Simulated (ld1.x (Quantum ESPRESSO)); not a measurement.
## Transferability test, TM potential for Os (Z = 76)

ld1.x (Quantum ESPRESSO) 7.5 input, shortened:

```
&input
   title='Os', zed=76., rel=1, dft='PZ', iswitch=3,
   config='[Xe] 4f14 5d6 6s1.5 6p0.5'
 /
 &inputp
   pseudotype=2, tm=.true., lloc=2,
   nlcc=.true., new_core_ps=.true., rcore=1.00
 /
3
6S  1  0   1.50   0.00  2.65  2.65  0.0
6P  2  1   0.50   0.00  2.95  2.95  0.0
5D  3  2   6.00   0.00  1.40  1.40  0.0
 &test
   configts(1)='5d6 6s1.5 6p0.5'
 /
```

Energies are relative to the spin-unpolarised reference configuration 5d6 6s1.5 6p0.5; without spin polarisation the order of configurations can differ from experiment. Spin-polarised rows fill each open shell by Hund’s rule, majority spin first. Not all tests gave a result: 1 of 9 tests not solved or not reliable. Left out of the table: 5d6 6s0 6p1 (solver errors, printed error -2.9 eV).

```csv
valence configuration,charge,ΔE all-electron (eV),error AE − PS (meV)
5d6 6s2 6p0,0,-2.529,-0.1
5d6 6s1 6p0,+1,7.335,-7.2
5d6 6s0 6p0,+2,24.618,-35
5d5 6s2 6p0,+1,8.775,-43
5d6 6s1.5 6p0.5 (spin-polarised),0,-2.557,+29
5d6 6s2 6p0 (spin-polarised),0,-4.549,+5.8
```

Task: What are ΔE and the potential's error for 5d5 6s0 6p0?

Result: ΔE = 53.774 eV all-electron; the error (AE − PS) is -68 meV.

Task: What are ΔE and the potential's error for 5d4 6s0 6p0?

Result: ΔE = 95.568 eV all-electron; the error (AE − PS) is -344 meV.

Levels in the configuration 5d6 6s2 6p0 (spin-polarised):

| level | all-electron (eV) | pseudo (eV) |
| --- | --- | --- |
| 5d up | -7.273 | -7.272 |
| 6s up | -6.846 | -6.876 |
| 5d down | -5.237 | -5.232 |
| 6s down | -5.743 | -5.713 |

Note: ghost states, extra bound levels that the all-electron valence spectrum of the same l lacks: s at -48.6 eV, p at -8.4 eV. A true bound ghost makes a file unfit for plane-wave use.
